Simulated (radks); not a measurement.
Excited configurations of Yb+: one electron is placed in a higher orbital outside [Xe] 4f14. The ground configuration is [Xe] 4f14 6s1. Method: Dirac Kohn-Sham, PBEsol, spin-unpolarised, spherical densities, finite nucleus; open shells fill j = l - 1/2 first; Fermi nuclear charge, rms radius 5.3108 fm; computed with a radial shooting solver on a logarithmic mesh with Libxc functionals. Excitation = E - E(ground); binding = E(ion) - E, where the ion is the core of charge +2; n* = 2/sqrt(2 binding) in atomic units, and the quantum defect is n - n*.

outer orbital  excitation (eV)  binding (eV)  quantum defect  eigenvalue (eV)
5d3/2                    2.741         9.387           2.592           -5.641
5f5/2                    8.670         3.458           1.033           -2.467
6p1/2                    3.446         8.683           3.496           -6.501
6d3/2                    7.415         4.713           2.602           -3.519
6f5/2                    9.809         2.319           1.156           -1.767
7s1/2                    6.442         5.686           3.906           -4.489
7p1/2                    7.567         4.562           3.546           -3.555
7d3/2                    9.234         2.895           2.664           -2.257
7f5/2                   10.474         1.654           1.264           -1.297

The Delta-SCF ionisation energy is 12.128 eV (NIST Atomic Spectra Database: 12.179 eV, measured). Self-interaction in the functional shifts the binding energies and quantum defects, so they are the method's values and not measured ones. Spin polarisation and multiplet splitting are left out, so open shells lie too high by an amount that depends on their filling.

Beside tabulated values, note that spin-unpolarised runs miss the spin-polarisation part of the exchange energy of open shells.
